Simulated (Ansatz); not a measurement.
C3H7FOSi, SMILES `C=C[SiH](F)OC`. Total charge 0; spin multiplicity 1.

```xyz
13

C     1.060   -0.472    1.615
C     1.492    0.118    0.503
Si    0.655   -0.109   -1.131
F     0.773    1.285   -1.910
O    -0.905   -0.534   -0.957
C    -1.910    0.246   -0.343
H     1.565   -0.353    2.570
H     0.177   -1.106    1.618
H     2.385    0.739    0.561
H     1.267   -1.147   -1.984
H    -2.250    1.035   -1.018
H    -2.753   -0.407   -0.112
H    -1.557    0.706    0.586
```

Task: Give the diagnostics of a CCSD(T)/def2-TZVPP run (frozen core, Ansatz). (An estimate is asked.)

Result: The calculation gave: T1 = 0.0115, largest single amplitude 0.012, largest double 0.092, (T) share of the correlation energy 3.6 %, 9 CCSD cycles. The RHF solution is stable towards an unrestricted one. T1 lies under the customary mark of 0.02 for closed shells.
